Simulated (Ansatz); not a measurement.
The cluster Ag2F. Total charge 0; doublet. Geometry PBE-D4/def2-TZVP; atoms count from 1.

```tsv
atom	x (Å)	y (Å)	z (Å)
Ag1	0.547	-0.394	-0.232
Ag2	0.271	1.206	1.867
F3	-0.818	-0.812	-1.635
```

In the def2 sets Ag takes a core potential; there is no spin–orbit coupling. No other spin state of charge 0 was run. Another isomer (doublet) lies 0.28 eV lower at PBE0-D4/def2-TZVP; other spin states weren't run for this one.

Estimate the Mulliken populations from the PBE0/def2-TZVP orbitals of Ansatz.


```json
{"atom": "Ag1", "charge (e)": "0.41", "spin (α − β)": "0.19", "d electrons": "9.86"}
{"atom": "Ag2", "charge (e)": "0.18", "spin (α − β)": "0.69", "d electrons": "9.97"}
{"atom": "F3", "charge (e)": "-0.60", "spin (α − β)": "0.12", "d electrons": "–"}
```
Mulliken values and Mayer orders depend strongly on the basis.

Where does the spin sit?

Summed by element: Ag 0.88, F 0.12, of 1 unpaired in all. Largest on single atoms: Ag2 0.69, Ag1 0.19, F3 0.12.

And the Mayer bond orders between bonded heavy atoms (over 0.3)?

Ag1–Ag2 0.57 (2.65 Å); Ag1–F3 0.63 (2.00 Å).
